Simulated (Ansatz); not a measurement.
Basis-set series for ClF2HNSi, SMILES `[NH][Si](F)(F)Cl` radical. The species carries charge 0 and has multiplicity 2. The structure was optimised at the PBE0-D4/def2-TZVP level. It is one conformer, not always the lowest.

```json
{"functional": "PBE0-D4", "basis": "def2-SVP", "functions": "83", "energy (Eh)": "-1003.90086", "HOMO (eV)": "-8.84", "LUMO (eV)": "-4.19"}
{"functional": "PBE0-D4", "basis": "def2-QZVPP", "functions": "341", "energy (Eh)": "-1004.53879", "HOMO (eV)": "-9.12", "LUMO (eV)": "-4.44"}
{"functional": "ωB97M-V", "basis": "def2-SVP", "functions": "83", "energy (Eh)": "-1004.31863", "HOMO (eV)": "-11.17", "LUMO (eV)": "-1.98"}
{"functional": "ωB97M-V", "basis": "def2-QZVPP", "functions": "341", "energy (Eh)": "-1004.95827", "HOMO (eV)": "-11.49", "LUMO (eV)": "-2.36"}
```

Q: Give the rows for def2-TZVPP. (An estimate is asked.)

A: The calculation gave: 
```
functional       basis  functions  energy (Eh)  HOMO (eV)  LUMO (eV)
   PBE0-D4  def2-TZVPP        191  -1004.50039      -9.08      -4.39
   ωB97M-V  def2-TZVPP        191  -1004.92226     -11.44      -2.28
```

HOMO and LUMO are taken over both spins.

All numbers were calculated with Ansatz.
